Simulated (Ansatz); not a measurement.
Job for Ansatz (a quantum-chemistry and plane-wave program): R-B3LYP/def2-TZVPP on H6OSi2 (SMILES [SiH3]O[SiH3]), a point of a torsion scan.

Ansatz 0.2 input:
```yaml
crystal:
  periodic: [false, false, false]
  atoms:
    - {symbol: Si, position_ang: [1.59880703, -0.18280017, 0.12965376]}
    - {symbol: O, position_ang: [0.02089921, -0.30159639, -0.19767174]}
    - {symbol: Si, position_ang: [-1.56039472, -0.44350141, -0.49835663]}
    - {symbol: H, position_ang: [2.27125816, -1.20707943, -0.66719968]}
    - {symbol: H, position_ang: [2.00353147, 1.16796886, -0.25464798]}
    - {symbol: H, position_ang: [1.75198981, -0.41542848, 1.56456120]}
    - {symbol: H, position_ang: [-1.95461072, -1.78334838, -0.06714442]}
    - {symbol: H, position_ang: [-1.72915429, -0.25744563, -1.93814365]}
    - {symbol: H, position_ang: [-2.23005909, 0.60090032, 0.27435176]}
basis:
  gaussian:
    orbitals: def2-TZVPP
hamiltonian:
  xc: {name: B3LYP}
scf: {lower_state_search: off}
```

Output:

```
WARN ansatz: RAYON_NUM_THREADS=2 ignored (pool sized by the plan → 2); use --threads N
Functional definition: B3LYP
these checks for a lower state are left out or cut short: stability, starts, cluster_reference, orbital_swaps, neighbouring_geometries, increment
integrals: 0.11 GiB planned
1087 factors; their error is unknown
mean field: 0.95 GiB planned
mean field evaluation 1: about -17899.3451 eV, gradient 5.8e1 eV
mean field evaluation 2: about -17884.4258 eV, gradient 1.1e2 eV
mean field evaluation 4: about -17904.7537 eV, gradient 1.0e0 eV
mean field evaluation 8: about -17904.7768 eV, gradient 1.6e-1 eV
mean field evaluation 16: about -17904.7768 eV, gradient 3.6e-6 eV
mean field -17904.77684906 eV, -657.9884129093 hartree, gradient 3.6e-6 eV, S^2 0.000000; 0 other end points of the search recorded, 0 dependent functions left out
reference -17904.77712443 eV, -657.9884230290 hartree; 21, 21 occupied and 178, 178 virtual orbitals, 1087 factors
Total energy: -17904.77712443 eV, -657.9884230290 hartree
Checks for a lower state left out: stability, starts, cluster_reference, orbital_swaps, neighbouring_geometries, increment
```

The calculation finished and met its thresholds.

Cost: around 1.9 core-seconds (rough).
